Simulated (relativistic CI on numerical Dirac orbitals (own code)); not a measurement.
## Co3+: L2,3 absorption edge

Computed with this model: Dirac-Coulomb-Breit CI, KLI orbitals optimised for each configuration, model QED (radiative potential, 1s self-energy scaled to tabulated hydrogen-like ionisation energies), valence Slater integrals scaled by 0.7, multiplet model of core-to-valence dipole absorption; configurations [Ar] 3d6 → [He] 2s2 2p5 3s2 3p6 3d7; 300 K; Lorentzian 0.6 eV and Gaussian 0.3 eV FWHM. Energies are those of the free ion, without screening or charge transfer. The branching ratio is the share of the lower-energy edge in the whole absorption, uncertain by about 0.02 where the edges overlap. S is read from ⟨S²⟩ = S(S + 1).

Field parameters in Wybourne normalisation: D3d B²₀ = −7Dσ, B⁴₀ = −14Dq − 21Dτ, B⁴₃ = −14√(10/7) Dq; Oh B⁴₀ = 21Dq, B⁴₄ = √(5/14) B⁴₀; Td as Oh with Dq negative (B⁴₀ = 21Dq, B⁴₄ = √(5/14) B⁴₀). The field is a parameter set, without covalency.

Computed curve for Td, 10Dq = -9700 cm⁻¹, scaled to 100 at the maximum (points under 2 are left out and the grid is thinned):

Energy (eV), Intensity and a bar:
```
    778.9        2.1 
    779.2        2.6 
    779.5        3.4 
    779.8        5.1 #
    780.1        9.1 ##
    780.5       14.6 ####
    780.8       11.8 ###
    781.1       13.0 ###
    781.4       20.4 ######
    781.7       33.6 ##########
    782.0       53.4 ################
    782.3       67.4 ####################
    782.6       80.2 ########################
    783.0       95.4 #############################
    783.3       99.9 ##############################
    783.6       87.2 ##########################
    783.9       65.8 ####################
    784.2       55.2 ################
    784.5       52.3 ###############
    784.8       42.5 ############
    785.1       29.4 ########
    785.4       24.2 #######
    785.8       26.3 #######
    786.1       26.8 ########
    786.4       21.1 ######
    786.7       15.0 ####
    787.0       11.5 ###
    787.3       11.0 ###
    787.6       10.3 ###
    787.9        8.5 ##
    788.3        6.0 #
    788.6        4.2 #
    788.9        3.2 
    789.2        2.4 
    789.5        2.0 
    795.0        2.0 
    795.3        2.9 
    795.6        5.1 #
    796.0       11.1 ###
    796.3       10.3 ###
    796.6        9.9 ##
    796.9       15.6 ####
    797.2       25.6 #######
    797.5       25.6 #######
    797.8       24.5 #######
    798.1       29.3 ########
    798.4       30.1 #########
    798.8       28.6 ########
    799.1       22.6 ######
    799.4       16.7 #####
    799.7       15.3 ####
    800.0       13.6 ####
    800.3       11.0 ###
    800.6        8.7 ##
    800.9        9.1 ##
    801.3        8.0 ##
    801.6        7.6 ##
    801.9        5.6 #
    802.2        3.3 
    802.5        2.1
```

The ground state has S = 2.00, and the centroid lies at 787.45 eV.
